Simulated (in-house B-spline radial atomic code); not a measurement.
**Ionising Cd3+ with different functionals**

Computed with a radial B-spline atomic code at the basis-set limit: four-component Dirac-Coulomb Hamiltonian, Fermi nucleus of rms radius 4.6087 fm, spin-restricted, spherical fractional occupations for the functionals. The ionisation energy is the difference of two self-consistent energies, [Kr] 4d9 → [Kr] 4d8, without Breit or QED terms; ε is the level of the shell that loses the electron (mean over j). The electron is taken from both j subshells in proportion to 2j + 1, so the result is a j average, not the step between ground levels.

Hybrids are left out here: with spherical fractional occupations of an open shell their exact exchange keeps a self-interaction that integer-occupation calculations don't have.

| method | rung | ΔSCF (eV) | -ε(4d) (eV) |
| --- | --- | --- | --- |
| LDA VWN5 | LDA | 54.29 | 46.06 |
| relativistic LDA | LDA | 54.30 | 46.07 |
| LDA PW92 | LDA | 54.28 | 46.05 |
| LDA exchange-only | LDA | 52.54 | 44.35 |
| PBE | GGA | 54.06 | 45.81 |
| PBEsol | GGA | 54.04 | 45.80 |
| BLYP | GGA | 53.91 | 45.68 |
| RPBE | GGA | 53.99 | 45.74 |
| PW91 | GGA | 54.14 | 45.90 |
| BP86 | GGA | 54.13 | 45.89 |
| AM05 | GGA | 54.03 | 45.79 |
| OLYP | GGA | 54.26 | 45.98 |

Task: How do they compare with the NIST value?

Result: NIST lists 51 eV ± 1.7 (tabulated theory, ground level to ground level). Errors run from +1.54 to +3.30 eV; all lie within about twice that uncertainty, so the table can't rank the methods.
